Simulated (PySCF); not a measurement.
Excitations are Tamm–Dancoff values on a coarser integration grid. The basis has no diffuse functions, so Rydberg states are missing or too high.

Cartesian coordinates (Å):
```xyz
7

O      1.4374    -0.8559     0.2338
Al     0.0004     0.0001    -0.0004
O     -0.0106     1.6839     0.1280
O     -1.4261    -0.8284    -0.3618
H      1.4836    -1.8080     0.1700
H      0.7741     2.1895     0.3311
H     -2.2588    -0.3812    -0.5009
```
Charge 0, multiplicity 1.

Task: Predict the dipole moment, S1–T1 gap (TDA) and LUMO from ωB97X-D3(BJ)/def2-TZVP // PBE0-D3(BJ)/def2-TZVP (PySCF).

Result: 
dipole moment: 0.00 D
S1–T1 gap (TDA): 0.33 eV
LUMO: 1.46 eV
